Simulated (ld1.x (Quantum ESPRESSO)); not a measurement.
**Cutoff test, P (Z = 15), TM**

ld1.x (Quantum ESPRESSO) 7.5 input, shortened:

```
&input
   title='P', zed=15., rel=1, dft='PBESOL', iswitch=3,
   config='[Ne] 3s2 3p3 3d-2'
 /
 &inputp
   pseudotype=2, tm=.true., lloc=2,
   nlcc=.true., new_core_ps=.true., rcore=0.70
 /
3
3S  1  0   2.00   0.00  1.65  1.65  0.0
3P  2  1   3.00   0.00  1.70  1.70  0.0
3D  3  2  -2.00   0.05  1.45  1.45  0.0
 &test
   configts(1)='3s2 3p3'
 /
```

The pseudo-atom Hamiltonian at the reference potential is diagonalised in spherical Bessel functions j_l(qr) that vanish at 20 bohr, with q² up to the cutoff. All-electron valence levels (Ry): 3s -1.0229, 3p -0.4027.

Task: How do the lowest levels (Ry) of each channel move with the cutoff, and are there ghosts?

Result:

```json
{"cutoff (Ry)": "8", "s #1": "-0.9695", "p #1": "-0.3990", "p #2": "0.0294", "d #1": "0.0654", "d #2": "0.1477", "f #1": "0.1146", "f #2": "0.2441", "Σ f·Δε (mRy)": "118.8"}
{"cutoff (Ry)": "12", "s #1": "-1.0027", "p #1": "-0.4019", "p #2": "0.0292", "d #1": "0.0653", "d #2": "0.1466", "f #1": "0.1146", "f #2": "0.2441", "Σ f·Δε (mRy)": "43.6"}
{"cutoff (Ry)": "15", "s #1": "-1.0123", "p #1": "-0.4020", "p #2": "0.0292", "d #1": "0.0652", "d #2": "0.1463", "f #1": "0.1146", "f #2": "0.2441", "Σ f·Δε (mRy)": "24.0"}
{"cutoff (Ry)": "21", "s #1": "-1.0205", "p #1": "-0.4025", "p #2": "0.0292", "d #1": "0.0651", "d #2": "0.1456", "f #1": "0.1146", "f #2": "0.2440", "Σ f·Δε (mRy)": "6.2"}
{"cutoff (Ry)": "30", "s #1": "-1.0208", "p #1": "-0.4028", "p #2": "0.0292", "d #1": "0.0651", "d #2": "0.1451", "f #1": "0.1146", "f #2": "0.2440", "Σ f·Δε (mRy)": "4.5"}
{"cutoff (Ry)": "40", "s #1": "-1.0221", "p #1": "-0.4028", "p #2": "0.0292", "d #1": "0.0650", "d #2": "0.1448", "f #1": "0.1146", "f #2": "0.2440", "Σ f·Δε (mRy)": "1.8"}
{"cutoff (Ry)": "45", "s #1": "-1.0226", "p #1": "-0.4028", "p #2": "0.0292", "d #1": "0.0650", "d #2": "0.1447", "f #1": "0.1146", "f #2": "0.2440", "Σ f·Δε (mRy)": "1.0"}
{"cutoff (Ry)": "55", "s #1": "-1.0229", "p #1": "-0.4028", "p #2": "0.0292", "d #1": "0.0650", "d #2": "0.1447", "f #1": "0.1146", "f #2": "0.2440", "Σ f·Δε (mRy)": "0.3"}
{"cutoff (Ry)": "400", "s #1": "-1.0230", "p #1": "-0.4028", "p #2": "0.0292", "d #1": "0.0650", "d #2": "0.1446", "f #1": "0.1146", "f #2": "0.2440", "Σ f·Δε (mRy)": "0.0"}
```

Result: no extra level below or beside the all-electron valence levels (s, p, d, f tested); 10 mRy is reached at 18 Ry and 1 mRy at 45 Ry.
